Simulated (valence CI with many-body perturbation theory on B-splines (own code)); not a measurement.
The numbers below are computed, except where a source is named.
## Ladder of approximations for Pt LXXIV

Level of theory: configuration interaction combined with many-body perturbation theory (CI+MBPT): three valence electrons over a frozen Dirac-Fock core [He], a basis of 11 s, 11 p, 9 d, 7 f, 5 g, 2 h, 1 i functions for each j, with the one-electron correlation potential Σ1 (screened to all orders), the two-electron term Σ2, the three-electron term Σ3, Breit, model QED; selected single and double excitations, second order for the rest (own B-spline code, finite nucleus).

The last digits are not significant, and no measured levels were compared; by estimate large intervals hold to a few tenths of a per cent, small ones and those within an open d or f shell to about a per cent.

Each rung adds one term. CI alone is the Dirac-Coulomb CI over the frozen core; QED comes last and gives the full result, which names the levels. Energies are above (2s^2 2p1/2) J=1/2 on the same rung, in × 10³ cm⁻¹.

Levels are named by their leading jj configuration (3d3/2^4 stands for four electrons in 3d with j = 3/2), which in mixed levels can hold well under half, so a name can repeat and another be missing. Letters in brackets count levels of one name in rising energy.

| Level | CI alone | + Σ1 | + Σ2 | + Σ3 | + Breit | Full |
| --- | --- | --- | --- | --- | --- | --- |
| (2s 2p1/2^2) J=1/2 | 2390.6 | 2387.5 | 2386.0 | 2385.8 | 2581.3 | 2402.0 |
| (2s^2 2p3/2) J=3/2 | 15218 | 15220 | 15220 | 15220 | 15019 | 15033 |
| (2s 2p1/2 2p3/2) J=3/2 [a] | 16917 | 16916 | 16916 | 16916 | 16893 | 16731 |
| (2s 2p1/2 2p3/2) J=5/2 | 17359 | 17358 | 17357 | 17356 | 17230 | 17068 |
| (2s 2p1/2 2p3/2) J=1/2 | 17888 | 17887 | 17884 | 17884 | 17868 | 17705 |
| (2s 2p1/2 2p3/2) J=3/2 [b] | 17959 | 17958 | 17956 | 17955 | 17882 | 17720 |
| (2p1/2^2 2p3/2) J=3/2 | 20409 | 20405 | 20401 | 20400 | 20540 | 20201 |
| (2s 2p3/2^2) J=5/2 | 32332 | 32334 | 32333 | 32333 | 32052 | 31907 |
| (2s 2p3/2^2) J=1/2 | 33180 | 33181 | 33180 | 33179 | 33002 | 32856 |
| (2s 2p3/2^2) J=3/2 | 33253 | 33254 | 33252 | 33251 | 33007 | 32861 |
| (2p1/2 2p3/2^2) J=3/2 | 35196 | 35194 | 35190 | 35190 | 35126 | 34801 |
| (2p1/2 2p3/2^2) J=5/2 | 35476 | 35474 | 35471 | 35470 | 35308 | 34983 |
| (2p1/2 2p3/2^2) J=1/2 | 35853 | 35851 | 35848 | 35847 | 35815 | 35489 |
| (2p3/2^3) J=3/2 | 50781 | 50781 | 50778 | 50778 | 50514 | 50205 |
| (2s^2 3s) J=1/2 | 97307 | 97311 | 97311 | 97310 | 97035 | 97076 |
| (2s^2 3p1/2) J=1/2 | 98101 | 98104 | 98104 | 98103 | 97878 | 97864 |
| (2s 2p1/2 3s) J=1/2 [a] | 98929 | 98930 | 98930 | 98929 | 98818 | 98685 |
| (2s 2p1/2 3s) J=3/2 | 99220 | 99221 | 99220 | 99220 | 99058 | 98924 |
| (2s 2p1/2 3s) J=1/2 [b] | 99469 | 99470 | 99469 | 99469 | 99333 | 99198 |

Problem. How does the ionisation energy move along the ladder, and which term matters most?

Solution. CI alone 21315, + Σ1 21315, + Σ2 21315, + Σ3 21315, + Breit 21275, + QED 21273 eV. The largest step is Breit, -40 eV. NIST lists 21280 ± 90 eV (theoretical).
